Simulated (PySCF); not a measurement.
## Stretching BiCl

Set-up: PySCF, scalar-relativistic core potentials, basis sets Bi def2-SVPD with ECP60, Cl def2-SVPD. Energies in eV from Bi + Cl in their ground configurations at the same level. State: ³Σ⁻ (triplet), unpaired electrons π ↑↑.

```json
{"R (Å)": "2.141", "UHF-CCSD(T)": "", "UHF-MP2": "-1.371", "B3LYP": "-1.744", "B2PLYP": "-1.622"}
{"R (Å)": "2.241", "UHF-CCSD(T)": "-1.932", "UHF-MP2": "-2.070", "B3LYP": "-2.434", "B2PLYP": "-2.312"}
{"R (Å)": "2.341", "UHF-CCSD(T)": "-2.335", "UHF-MP2": "-2.456", "B3LYP": "-2.817", "B2PLYP": "-2.693"}
{"R (Å)": "2.415", "UHF-CCSD(T)": "-2.489", "UHF-MP2": "-2.599", "B3LYP": "-2.959", "B2PLYP": "-2.833"}
{"R (Å)": "2.490", "UHF-CCSD(T)": "-2.551", "UHF-MP2": "-2.648", "B3LYP": "-3.011", "B2PLYP": "-2.883"}
{"R (Å)": "2.565", "UHF-CCSD(T)": "-2.543", "UHF-MP2": "-2.628", "B3LYP": "-2.996", "B2PLYP": "-2.864"}
{"R (Å)": "2.664", "UHF-CCSD(T)": "-2.456", "UHF-MP2": "-2.524", "B3LYP": "-2.901", "B2PLYP": "-2.764"}
{"R (Å)": "2.789", "UHF-CCSD(T)": "-2.266", "UHF-MP2": "-2.311", "B3LYP": "-2.706", "B2PLYP": "-2.561"}
{"R (Å)": "2.938", "UHF-CCSD(T)": "-1.972", "UHF-MP2": "-1.976", "B3LYP": "-2.414", "B2PLYP": "-2.258"}
{"R (Å)": "3.137", "UHF-CCSD(T)": "", "UHF-MP2": "-1.363", "B3LYP": "-1.998", "B2PLYP": "-1.814"}
```

Problem. Put a parabola through the three lowest points of the UHF-CCSD(T) curve and estimate Re, k and ωe (reduced mass 29.96 u; 1 eV/Å² = 0.16022 mdyn/Å; ωe = 1302.8·√(k/μ) cm⁻¹).

Solution. Through R = 2.415, 2.49, 2.565 Å the second-order coefficient is 6.22 eV/Å², so Re ≈ 2.519 Å, k ≈ 1.99 mdyn/Å and ωe ≈ 336 cm⁻¹. A polynomial fit of higher order to the unrounded UHF-CCSD(T) energies gives Re = 2.517 Å, k = 1.78 mdyn/Å, ωe = 318 cm⁻¹; anharmonicity and rounding make the difference.

The higher-order fit for each curve: UHF-CCSD(T): Re = 2.517 Å, ωe = 318 cm⁻¹, De = 2.56 eV; UHF-MP2: Re = 2.503 Å, ωe = 327 cm⁻¹, De = 2.65 eV; B3LYP: Re = 2.507 Å, ωe = 319 cm⁻¹, De = 3.01 eV; B2PLYP: Re = 2.503 Å, ωe = 322 cm⁻¹, De = 2.88 eV.

Correlated steps freeze 9 core orbitals. Correlated levels converge slowly with the basis: in double zeta they bind strong bonds too weakly, by up to about 1 eV, and carry superposition errors of some tenths. Spin–orbit coupling is left out, which matters for elements this heavy, above all for dissociation energies. B2PLYP dipoles, levels and charges come from its SCF part alone. The state is the lowest determinant that a PBE0 search found; another state may lie lower at other levels.
